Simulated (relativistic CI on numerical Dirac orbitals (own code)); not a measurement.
## What each ingredient does to the levels of Bi²⁰⁺

Base calculation: Dirac-Coulomb-Breit CI, KLI orbitals optimised for each configuration, a model potential for QED, unscaled Slater integrals.

CI space (outside the closed core [Kr] 4d10): 4f14.5s2.5p, 4f14.5s.5p2, 4f14.5s2.5d, 4f14.5s.5p.5d, 4f13.5s2.5p2, 4f14.5s2.5f, 4f14.5s.5p.5f, 4f14.5s2.5g, 4f14.5p2.5d, 4f14.5s2.6s, 4f14.5s.5d2, 4f13.5s2.5p.5d, 4f14.5s.5p.5g, 4f14.5s2.6p, 4f14.5p2.6s, 4f14.5s.5p.6s, 4f14.5s2.6d, 4f14.5s.5d.6s, 4f14.5s.5p.6p, 4f13.5s2.5p.6s, 4f14.5p3, 4f13.5p4, 4f14.5p.5d2, 4f14.5d3, 4f13.5p2.5d2, 4f14.5d2.5f, 4f14.5p.5f2, 4f14.5d.5f2, 4f13.5p2.5f2, 4f14.5f3, 4f14.5p2.5f, 4f13.5p3.5f, 4f14.5s.5d.5f. Double excitations out of closed p, d and f shells are left out; levels of such configurations are missing from the list, as are those of other unlisted configurations, and high levels can miss mixing partners. Some configurations lack a partner that the ground configuration has and come out too high, among them 4f13.5s2.5p.5d, 4f13.5s2.5p.6s, 4f14.5s2.5g, 4f14.5s2.6s, 4f14.5s2.6p.

Variants: (1) one mean potential for all configurations. Shifts of the energy above 4f14.5s2.5p 2P°_1/2, in cm⁻¹, for the lowest level and the first level of each name with at least 55 % of one term (blank where a level changes its place among those of its configuration and J or its character, or is not in the variant):

| Level | Base | Δ(1) |
| --- | --- | --- |
| 4f14.5s2.5p 2P°_1/2 | 0 | 0 |
| 4f14.5s2.5p 2P°_3/2 | 267365 | -110 |
| 4f14.5s.5p2 4P_1/2 | 385647 | -9 |
| 4f14.5s.5p2 4P_3/2 | 600156 | +20 |
| 4f14.5s.5p2 2D_3/2 | 685198 | +57 |
| 4f14.5s.5p2 2P_1/2 | 701243 | +101 |
| 4f14.5s2.5d 2D_3/2 | 912760 | -83 |
| 4f13.5s2.5p2 4F°_9/2 | 922532 | +16973 |
| 4f13.5s2.5p2 2P°_3/2 | 944359 | +17018 |
| 4f13.5s2.5p2 2H°_11/2 | 944449 | +16864 |
| 4f13.5s2.5p2 2D°_5/2 | 949808 | +16848 |
| 4f13.5s2.5p2 2G°_9/2 | 960054 | +16846 |
| 4f13.5s2.5p2 4F°_3/2 | 961410 | +17885 |
| 4f14.5s.5p2 2S_1/2 | 968034 | +121 |
| 4f14.5s2.5d 2D_5/2 | 981213 | -67 |
| 4f13.5s2.5p2 2P°_1/2 | 985906 | +17897 |
| 4f14.5s.5p2 2P_3/2 | 989225 | +135 |
| 4f13.5s2.5p2 2H°_9/2 | 989452 | +17806 |
| 4f13.5s2.5p2 2D°_3/2 | 1001209 | +17856 |
| 4f13.5s2.5p2 4G°_11/2 | 1213263 | +19124 |
| 4f14.5s.5p.5d 4F°_3/2 | 1223793 | -109 |
| 4f13.5s2.5p2 4D°_1/2 | 1259377 | +20036 |

At this charge transitions that keep the count of f electrons are usually good to a few per cent. Levels that differ in their count of f electrons can be misplaced by several ten thousand cm⁻¹, since the correlation energy of f electrons is missing or only estimated; rates across such gaps can be off by orders of magnitude.

Ionisation energy from one configuration of each of the two ions, the ground ones as tabulated or assumed: base 533.885 eV. The NIST ASD value (theoretical) is 550 ± 30 eV.

LS names give the leading component of a level, which can be under half, so a name can repeat, a term be missing and a line seem to break the LS rules.
